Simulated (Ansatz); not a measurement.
Consider the formal exchange of groups at a Ge–O bond: `[OH][GeH2][I]` + CH₄ → `[CH3][GeH2][I]` + H₂O.

Computed with Ansatz on PBE0-D4/def2-TZVP structures; ΔE is electronic, products minus reactants. CBS: MP2 limit from def2 TZ/QZ plus the TZ coupled-cluster correction, frozen cores. This one scheme is used for every species. Functionals use def2-TZVPP. Elements past krypton have def2 core potentials. For Ge, I outer-core shells are correlated without core-valence functions, which leaves a few kJ/mol of doubt a bond. Scalar relativity is left out up to krypton. One conformer a species, not always the lowest.

```
       level  ΔE (kJ/mol)
CAM-B3LYP-D4         46.4
     LC-ωPBE         39.6
```

(1) What does CCSD(T)/CBS give? (Best estimate.)

Largest T1 diagnostic among the species: 0.010.

Results:

(1) Ansatz gave: +33.8 kJ/mol. The listed levels differ from it by 12.6, 5.8 kJ/mol.

From BLYP to BHLYP (50 % exact exchange), in def2-TZVPP and without D4, ΔE moves by −4.3 kJ/mol. At CCSD(T), def2-SVP lies +16.8 kJ/mol from the extrapolated value and def2-TZVPP +4.6 kJ/mol. The D4 term adds −3.2 kJ/mol with B3LYP and −1.8 kJ/mol with PBE0; it sums over pairs of atoms, weighted by their polarisabilities, and B3LYP, whose exchange is more repulsive, gets the larger term.

B3LYP here is the variant with VWN-RPA as its local correlation; programs differ in this.
